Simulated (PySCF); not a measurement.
# Potential energy of AlPb along the bond

Set-up: basis Al cc-pV(D+d)Z, Pb cc-pVDZ-PP with ECP60; scalar-relativistic core potentials; PySCF 2.14. Energies in eV from Al + Pb in their ground configurations at the same level. State: ⁴Σ⁻ (quartet), unpaired electrons σ ↑, π ↑↑.

All columns are LDA. A positive dipole means Al(−)Pb(+).

```json
{"R (Å)": "2.342", "E (eV)": "-2.124", "μ (D)": "-0.16", "Mulliken charge on Al (basis-dependent)": "-0.03", "HOMO (eV)": "-4.39", "LUMO (eV)": "-3.94", "Mayer bond order": "1.80", "⟨S²⟩": "3.75"}
{"R (Å)": "2.451", "E (eV)": "-2.440", "μ (D)": "-0.21", "Mulliken charge on Al (basis-dependent)": "-0.01", "HOMO (eV)": "-4.45", "LUMO (eV)": "-3.81", "Mayer bond order": "1.74", "⟨S²⟩": "3.75"}
{"R (Å)": "2.560", "E (eV)": "-2.603", "μ (D)": "-0.28", "Mulliken charge on Al (basis-dependent)": "0.01", "HOMO (eV)": "-4.50", "LUMO (eV)": "-3.69", "Mayer bond order": "1.67", "⟨S²⟩": "3.75"}
{"R (Å)": "2.641", "E (eV)": "-2.654", "μ (D)": "-0.35", "Mulliken charge on Al (basis-dependent)": "0.03", "HOMO (eV)": "-4.54", "LUMO (eV)": "-3.61", "Mayer bond order": "1.63", "⟨S²⟩": "3.75"}
{"R (Å)": "2.723", "E (eV)": "-2.661", "μ (D)": "-0.42", "Mulliken charge on Al (basis-dependent)": "0.04", "HOMO (eV)": "-4.51", "LUMO (eV)": "-3.56", "Mayer bond order": "1.59", "⟨S²⟩": "3.75"}
{"R (Å)": "2.805", "E (eV)": "-2.634", "μ (D)": "-0.51", "Mulliken charge on Al (basis-dependent)": "0.05", "HOMO (eV)": "-4.43", "LUMO (eV)": "-3.58", "Mayer bond order": "1.54", "⟨S²⟩": "3.75"}
{"R (Å)": "2.914", "E (eV)": "-2.561", "μ (D)": "-0.64", "Mulliken charge on Al (basis-dependent)": "0.06", "HOMO (eV)": "-4.34", "LUMO (eV)": "-3.60", "Mayer bond order": "1.49", "⟨S²⟩": "3.75"}
{"R (Å)": "3.050", "E (eV)": "-2.432", "μ (D)": "-0.81", "Mulliken charge on Al (basis-dependent)": "0.07", "HOMO (eV)": "-4.24", "LUMO (eV)": "-3.60", "Mayer bond order": "1.43", "⟨S²⟩": "3.75"}
{"R (Å)": "3.213", "E (eV)": "-2.248", "μ (D)": "-1.05", "Mulliken charge on Al (basis-dependent)": "0.09", "HOMO (eV)": "-4.14", "LUMO (eV)": "-3.59", "Mayer bond order": "1.37", "⟨S²⟩": "3.75"}
{"R (Å)": "3.431", "E (eV)": "-1.987", "μ (D)": "-1.37", "Mulliken charge on Al (basis-dependent)": "0.10", "HOMO (eV)": "-4.02", "LUMO (eV)": "-3.55", "Mayer bond order": "1.31", "⟨S²⟩": "3.75"}
```

A fit through these points gives, at Re = 2.695 Å, μ = -0.39 D and dμ/dR = -0.933 D/Å; the reduced mass is 23.88 u.

Task: How strong is the fundamental in the double-harmonic approximation, I = 42.26·(dμ/dR)²/μred km/mol?

Result: I = 42.26·(-0.933)²/23.88 = 1.54 km/mol at LDA.

These are scalar-relativistic numbers at best; spin–orbit coupling would shift them, the dissociation energy most. The state was picked by a PBE0 search and need not be the measured ground state.
